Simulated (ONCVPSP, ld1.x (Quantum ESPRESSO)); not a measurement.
# Hardness and transferability of assorted potentials

Generated with ld1.x 7.5 (TM, RRKJ, ultrasoft, PAW), atompaw 4.2 or ONCVPSP 4.0.1. The cutoff is in Ry: for ld1.x and atompaw files where the sum of valence levels is converged to 10 mRy in a Bessel basis, for ONCV files where the hardest occupied wave has 1 mHa per electron of residual kinetic energy. The error is the largest all-electron minus pseudo excitation energy over each file’s own four to seven test configurations (ionisations up to +4, promotions, holes and added fractions of an electron), all of which were solved. The labels leave out finer settings (local radius, basis sizes, second energies), which also bear on the numbers. Spin-polarised tests are not counted. The rows are a selection from randomly drawn settings: files with unsolved tests, undetermined cutoffs or missed reference levels are left out.

A true bound ghost makes a file unfit for plane-wave use even where its test errors are small: the radial tests pick states by their node count and pass the ghost by.

| element | potential | cutoff (Ry) | largest error (meV) | bound ghosts |
| --- | --- | --- | --- | --- |
| C | RRKJ, BP86, fully relativistic, rc 1.20/1.95 (sp), local smoothed, core correction yes, reference 2s1 2p3 | 40 | +356 | none |
| C | ONCV, PBE, non-relativistic, rc 1.25/1.75/1.85 (spd), local smoothed, core correction yes, reference 2s2 2p2, qcut 8.6/13.3/8.4, projectors 1/2/2 | 49 | +286 | none |
| V | ONCV, PBE, scalar-relativistic, rc 1.80/1.25/2.05 (spd), local smoothed, core correction yes, reference 3s2 3p6 3d3 4s1.5, qcut 7.3/10.5/6.6, projectors 2/2/2 | 44 | +154 | none |
| Ga | ONCV, PBEsol, scalar-relativistic, rc 1.75/2.50 (sp), local smoothed, core correction no, reference 4s2 4p1, qcut 3.8/2.7, projectors 1/2 | 15 | +5.3 | none |
| Ga | ONCV, PBE, scalar-relativistic, rc 1.25/1.10/0.80 (spd), local smoothed, core correction no, reference 3s2 3p6 3d10 4s1 4p2, qcut 7.7/14.9/19.4, projectors 2/2/2 | 297 | -209 | none |
| As | ONCV, PBE, scalar-relativistic, rc 1.70/1.45/0.65 (spd), local smoothed, core correction yes, reference 3d10 4s2 4p1, qcut 3.4/6.7/20.1, projectors 1/2/2 | 375 | -751 | s, p |

Q: Fill in the row for O: ONCV, PBE, non-relativistic, rc 0.85/1.50/1.60 (spd), local s, core correction yes, reference 2s1 2p5, qcut 8.6/7.3/6.5, projectors 0/2/1.

A: cutoff 68 Ry, largest error +1837 meV, bound ghosts: none.

Q: Fill in the row for Pb: ONCV, LDA (Perdew-Zunger), scalar-relativistic, rc 1.40/1.50/1.30 (spd), local smoothed, core correction yes, reference 5s2 5p6 5d10 6s1.5 6p2.5, qcut 7.6/9.1/6.2, projectors 2/3/1.

A: cutoff 69 Ry, largest error -8.4 meV, bound ghosts: none.

Q: Fill in the row for Rb: ONCV, PW91, scalar-relativistic, rc 2.20/2.50/1.95 (spd), local smoothed, core correction no, reference 4s2 4p6 5s1, qcut 7/4.7/5, projectors 2/2/2.

A: cutoff 24 Ry, largest error -16 meV, bound ghosts: none.
